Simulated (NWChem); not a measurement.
SeCl3 cation; SMILES Cl[Se+](Cl)Cl

```xyz
4

Se     0.0000     0.0000     0.5594
Cl    -1.8777     0.4583    -0.3719
Cl     1.3358     1.3969    -0.3719
Cl     0.5419    -1.8553    -0.3719
```
Atoms are numbered in this order, from 1.

All runs use the structure optimised with B3LYP/6-31G* (spherical d).

Spin-orbit effects, on the heavy nuclei and on their neighbours, are missing.

Question: Give the principal values of the shielding tensors (ppm) of Se1, Cl2 from KT2/pcSseg-1, GIAO (NWChem), with their diamagnetic and paramagnetic parts as GIAO splits them.

Answer: 
```csv
atom,σ11,σ22,σ33,isotropic,diamagnetic,paramagnetic
Se1,-45.9,-45.9,93.4,0.6,2999.0,-2998.5
Cl2,-267.2,33.6,526.4,97.6,1146.0,-1048.4
```
